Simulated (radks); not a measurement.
Task: The mean radii <r> (bohr) of the occupied orbitals of an atom or ion are listed with their occupations. Method: Dirac Kohn-Sham, PBE, spin-unpolarised, spherical densities, finite nucleus; Fermi nuclear charge, rms radius of each element as measured or else 0.836 A^(1/3) + 0.57 fm; computed with a radial shooting solver on a logarithmic mesh with Libxc functionals.

| orbital | occ. | <r> |
|---|---|---|
| 1s1/2 | 2 | 0.01804 |
| 2s1/2 | 2 | 0.07493 |
| 2p1/2 | 2 | 0.06191 |
| 2p3/2 | 4 | 0.06975 |
| 3s1/2 | 2 | 0.1839 |
| 3p1/2 | 2 | 0.1730 |
| 3p3/2 | 4 | 0.1850 |

Name the element and its charge. Open shells, if any, fill j = l - 1/2 first.

Result: Z = 75, rhenium, charge +57: Re57+ in [Ar]. The 1s radius gives Z: for a bare nucleus <r> = (2 gamma + 1)/(2Z) with gamma = sqrt(1 - (Z/c)^2), 0.01783 bohr for Z = 75, and screening makes it slightly larger (0.01804 here). The occupations add up to 18, and the charge is Z minus that.
